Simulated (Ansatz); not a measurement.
```yaml
crystal:
  periodic: [false, false, false]
  atoms:
    - {symbol: Mg, position_ang: [0.336391, 1.152122, -0.812595]}
    - {symbol: Mg, position_ang: [-0.328940, -1.153681, 0.813889]}
    - {symbol: F, position_ang: [-0.747878, -2.547669, 1.800515]}
    - {symbol: F, position_ang: [0.726492, 2.551891, -1.803527]}
    - {symbol: F, position_ang: [-0.132305, 0.732712, 0.984274]}
    - {symbol: F, position_ang: [0.146239, -0.735365, -0.982556]}
basis:
  gaussian: {orbitals: def2-TZVPP}
hamiltonian: {xc: {name: wB97M-V}}
scf: {omitted_lower_state_checks: [starts]}
output: {forces: true}
```

```sh
$ ansatz run in.yaml --threads 4 --pin off --events-out ev --progress --plain --max-ram 3916MiB
```

It prints (some lines left out):

```
Functional definition: wB97M-V
1200 factors; their error is unknown
258 factors; integrals over basis functions are off by at most 2.1e-5 eV
mean field evaluation 1: about -21759.6383 eV, gradient 7.3e1 eV
mean field evaluation 2: about -21756.1490 eV, gradient 9.7e1 eV
mean field evaluation 4: about -21767.8656 eV, gradient 3.0e0 eV
mean field evaluation 8: about -21767.9250 eV, gradient 2.2e-2 eV
mean field -21767.92503235 eV, -799.9564901095 hartree, gradient 3.6e-5 eV, S^2 0.000000; 0 other end points of the search recorded, 0 dependent functions left out
reference -21767.92510974 eV, -799.9564929532 hartree; 30, 30 occupied and 158, 158 virtual orbitals, 1200 factors
Total energy: -21767.92510974 eV, -799.9564929532 hartree
Atom 0 at     0.336391     1.152122    -0.812595 Å, force     0.000791     0.012556    -0.015786 eV/Å
Atom 1 at    -0.328940    -1.153681     0.813889 Å, force    -0.006502    -0.006256     0.002302 eV/Å
Atom 2 at    -0.747878    -2.547669     1.800515 Å, force     0.032202     0.095243    -0.069042 eV/Å
Atom 3 at     0.726492     2.551891    -1.803527 Å, force    -0.026049    -0.102901     0.073818 eV/Å
Atom 4 at    -0.132305     0.732712     0.984274 Å, force    -0.010441     0.056003     0.077358 eV/Å
Atom 5 at     0.146239    -0.735365    -0.982556 Å, force     0.010001    -0.054646    -0.068649 eV/Å
Dipole moment:     0.016542    -0.003481     0.003026 e Å
Checks for a lower state left out: starts
```

Hardware: 4 threads of Arm Neoverse V2 on a shared host. Wall time 5.5 s, peak host memory 0.6 GiB.
